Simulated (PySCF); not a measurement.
C3H3Cl2F, SMILES C1[C@H](C1(Cl)Cl)F. Geometry: PBE-D3(BJ)/def2-SVP. The structure was generated by enumeration; whether it is a known compound was not checked.

All values below come from PBE-D3(BJ)/def2-SVP (PySCF).

Harmonic wavenumbers (cm⁻¹): 160, 204, 255, 313, 435, 461, 545, 732, 789, 905, 954, 991, 1039, 1061, 1152, 1219, 1328, 1406, 3070, 3089, 3177. Rotational constants (GHz): 2.863, 1.956, 1.393; symmetry number 1.

Task: Work out the zero-point energy and the ideal-gas rigid-rotor harmonic-oscillator thermochemistry at 298.15 K and 1 atm.

Result: ZPE = ½ Σ hcν = ½ × 23286 cm⁻¹ = 33.29 kcal/mol. H − E(el) = 37.68 kcal/mol. Entropy in cal/(mol K): translation 40.48, rotation 28.11, vibration 10.96, total 79.55. G − E(el) = 13.96 kcal/mol. Cp = 23.03 cal/(mol K).
